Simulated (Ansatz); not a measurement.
**Relative energies of TaN3H6O isomers**

2 of its isomers, all singlets with charge 0: A = `[NH]=[Ta]([NH2])([NH2])[OH]`; B = `[NH2][Ta]([NH2])([NH2])=[O]`.

Shapes, held fixed at every level: PBE0-D4/def2-TZVP. Flexible molecules stand in one conformer, not always the lowest. Programs: Ansatz 0.2.0.

A:

```xyz
11

N    -1.6324    0.2590   -0.8097
Ta   -0.0164   -0.1255   -0.1995
N    -0.2889   -0.9621    1.5888
N     0.9560    1.6105   -0.0867
O     0.9994   -1.3317   -1.2967
H    -2.5285    0.4138   -1.2380
H    -1.1758   -1.0609    2.0561
H     0.4538   -1.3032    2.1820
H     1.9137    1.7130    0.2170
H     0.5548    2.5154   -0.2729
H     0.8300   -1.7853   -2.1198
```

B:

```xyz
11

N    -1.0689    1.5417    0.2751
Ta    0.3779    0.1754    0.1490
N    -0.0405   -1.4039    1.2919
N     0.6627   -0.3789   -1.7450
O     1.8363    0.8837    0.7255
H    -0.9079    2.5056    0.5260
H    -2.0607    1.3704    0.2029
H    -0.7094   -2.1307    1.0855
H     0.4732   -1.6421    2.1269
H    -0.0544   -0.6355   -2.4070
H     1.5574   -0.3427   -2.2101
```

Electronic energies in kJ/mol, without zero-point or thermal terms.

```tsv
level	kind	B − A
HF/def2-TZVPP	Hartree–Fock	-41.9
SPW92/def2-TZVPP	LDA	-53.1
PBE-D4/def2-TZVPP	GGA	-59.3
B3LYP-D4/def2-TZVPP	global hybrid	-53.9
BHLYP-D4/def2-TZVPP	global hybrid	-47.6
MP2/def2-TZVPP	perturbation theory	-57.7
CCSD(T)/def2-TZVPP	coupled cluster or CI	-51.7
```

The highest level, CCSD(T)/def2-TZVPP, puts B lowest of these. All levels agree on that. The B − A difference spans -59.3 to -41.9 kJ/mol over the levels. For atoms past krypton def2 sets carry core potentials with scalar relativity. Correlated rows may include outer-core shells of Ta, which these sets cover unevenly.
